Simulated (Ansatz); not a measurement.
Species: C2H4BO (charge 0, doublet). It need not be the lowest isomer of its formula. SMILES: C=C[B]O
Structure (B3LYP-D3(BJ)/def2-TZVP (Ansatz, a quantum-chemistry and plane-wave program) minimum search):
```
C
C 1 1.3350
H 2 1.0842 1 121.01
H 2 1.0844 3 116.56 1 180.00
H 1 1.0912 2 118.51 3 -180.00
B 1 1.5412 5 118.79 2 -180.00
O 6 1.3461 1 122.95 5 0.00
H 7 0.9623 6 114.86 1 -180.00
```
Charge 0, spin multiplicity 2.

Wanted: atomisation energy (electronic, to ground-state atoms), in eV. Cores are frozen in the correlated levels unless marked. Open shells are spin-unrestricted. No spin-orbit coupling. Non-relativistic. The coupled-cluster limit lacks core correlation, which all-electron functionals hold. CBS marks a two-point X^-3 extrapolation of the correlation energy; Hartree-Fock from the larger set.

```json
[
 {"level": "PBE-D4/def2-TZVPD", "program": "Ansatz + dftd4", "atomisation energy (eV)": "34.92"},
 {"level": "r2SCAN-D4/def2-TZVPD", "program": "Ansatz + dftd4", "atomisation energy (eV)": "34.20"},
 {"level": "PBE0/def2-TZVPD", "program": "Ansatz", "atomisation energy (eV)": "34.07"},
 {"level": "BHLYP-D4/def2-TZVPD", "program": "Ansatz + dftd4", "atomisation energy (eV)": "[?]"},
 {"level": "B2GP-PLYP-D4/def2-TZVPD", "program": "Ansatz + dftd4", "atomisation energy (eV)": "33.53"},
 {"level": "CCSD(T)/CBS(cc-pVTZ,cc-pVQZ)", "program": "Ansatz", "atomisation energy (eV)": "33.73"}
]
```

Q: Complete the blanks.

A: 
- BHLYP-D4/def2-TZVPD, atomisation energy (eV): 32.84
